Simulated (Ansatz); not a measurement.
Diatomic CuS, multiplicity 2 (the spin of the measured ground state). No spin–orbit coupling. Cu is treated without relativity.

Constants: fifth-degree fit in 1/R to seven points, most abundant isotopes. Runs in def2 and cc sets follow the lowest solution found near the PBE0 minimum.

Run with Ansatz (Gaussian basis) for Hartree–Fock, density functionals and correlated methods. Values without a source in brackets are computed.

Energies at SVWN5/def2-TZVPP:

```csv
R (Å),E (hartree)
1.938053,-2034.59012203
1.990151,-2034.59177976
2.038081,-2034.59173336
2.092263,-2034.59026486
2.146446,-2034.58763946
2.208963,-2034.58354434
2.281901,-2034.57776277
```

**Question.** With a reduced mass of 21.2008 u, find the minimum, the force constant and the constants.

**Answer.** A fifth-degree polynomial in 1/R puts the minimum at r_e = 2.0120 Å with force constant 255 N/m. Then ω_e = (1/2πc)√(k/μ) = 452 cm⁻¹ and B_e = h/(8π²cμr_e²) = 0.1964 cm⁻¹; the cubic and quartic terms give α_e = 0.0011 and ω_e x_e = 1.8 cm⁻¹.

Ansatz is an electronic-structure program.
